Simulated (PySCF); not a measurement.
Worked example: entropy of an ideal gas

SeClBr, SMILES Br[Se]Cl.

Coordinates come from a B3LYP-D3(BJ)/def2-TZVP optimisation.

B3LYP-D3(BJ)/def2-TZVP in PySCF gives the harmonic wavenumbers 129, 291, 398 cm⁻¹ and the rotational temperatures 0.2924, 0.0708, 0.0570 K. The molar mass is 194.32 g/mol, the symmetry number 1, the spin multiplicity 1.

**Question.** Work out the entropy at 298.15 K and 1 atm in the rigid-rotor, harmonic-oscillator model.

**Answer.** 
Translation (Sackur–Tetrode at 1 atm): S = R[1.5 ln M + 2.5 ln T − 1.16487] = 174.5 J/(mol K).
Rotation: q = (√π/σ) T^1.5/√(θA θB θC) = 266000, S = R[ln q + 3/2] = 116.3 J/(mol K).
Vibration: with u = 1.4388 ν/T, each mode gives R[u/(e^u − 1) − ln(1 − e^−u)]:
| ν (cm⁻¹) | modes | u | S (J/(mol K)) |
|---|---|---|---|
| 129 | 1 | 0.62 | 12.39 |
| 291 | 1 | 1.40 | 6.14 |
| 398 | 1 | 1.92 | 4.06 |
These are all the modes. Sum 22.6 J/(mol K).
Spin: R ln 1 = 0.0 J/(mol K).
Total 313.4 J/(mol K); the program's own thermochemistry gives 313.4. Translation makes up 56 % and vibration 7 %. Anharmonicity, hindered rotation and orbital degeneracy are left out.
